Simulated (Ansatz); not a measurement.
This Ansatz (a program for electronic structure) input (MP2/aug-cc-pV(T+d)Z) gives -536.83478 Eh with 193 basis functions. A basis named .json is the Basis Set Exchange file of that set (core-valence sets with the plain set on hydrogen).

Ansatz 0.2 input:
```yaml
crystal:
  periodic: [false, false, false]
  atoms:
    - {symbol: C, position_ang: [1.70161440, -0.25838259, 0.02280429]}
    - {symbol: C, position_ang: [0.66537847, 0.51635584, 0.01308827]}
    - {symbol: Cl, position_ang: [-0.99344440, -0.10901309, -0.01506937]}
    - {symbol: H, position_ang: [1.99597846, -1.29178882, 0.02006940]}
    - {symbol: H, position_ang: [0.69061921, 1.59717185, 0.02075454]}
basis:
  gaussian:
    orbitals: aug-cc-pV_T+d_Z.json
    fitting: {mean_field: def2-universal-jkfit, correlation: def2-SVP-RIFIT.json}
magnetization: {spin_polarized: true, initial_magnetization: 1}
correlation: {method: mp2, electrons: outside_noble_gas}
```

Change:
```diff
- fitting: {mean_field: def2-universal-jkfit, correlation: def2-SVP-RIFIT.json}
+ fitting: {mean_field: def2-universal-jkfit, correlation: aug-cc-pVTZ-RIFIT.json}
```

What does the run give now?

-536.83032 Eh (MP2/aug-cc-pV(T+d)Z, 193 functions), a change of +4.46 mEh.
